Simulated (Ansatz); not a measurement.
Sr (SMILES [Sr]), singlet (core potentials on Sr).

Ansatz (a program for electronic structure) was given this input:
Ansatz 0.2 input:
```yaml
crystal:
  periodic: [false, false, false]
  atoms:
    - {symbol: Sr, position_ang: [0.00000000, 0.00000000, 0.00000000]}
basis:
  gaussian:
    orbitals: def2-SVP
hamiltonian:
  xc: pbe0
```

What does this run give for the number of basis functions, total energy?


| Quantity | Result |
|---|---|
| number of basis functions | 23 |
| total energy | -30.6676 Eh |
